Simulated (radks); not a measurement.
All-electron atom: the beryllium ion Be+ in [He] 2s1. All-electron calculation, non-relativistic Kohn-Sham, exchange-only PBE, spin-polarised, spherical densities, point nucleus; open shells are filled with parallel spins first. Program: a radial shooting solver on a logarithmic mesh with Libxc functionals. Some entries of the table are withheld. Estimate them.

orbital,occ.,eigenvalue (hartree),<r^2> (bohr^2),<1/r> (bohr^-1)
1s up,1,-4.29947,0.2416,3.666
1s down,1,-4.27889,0.2404,3.667
2s up,1,-0.51909,6.055,(1)

Answer. 
(1) 2s up <1/r> (bohr^-1): 0.6287
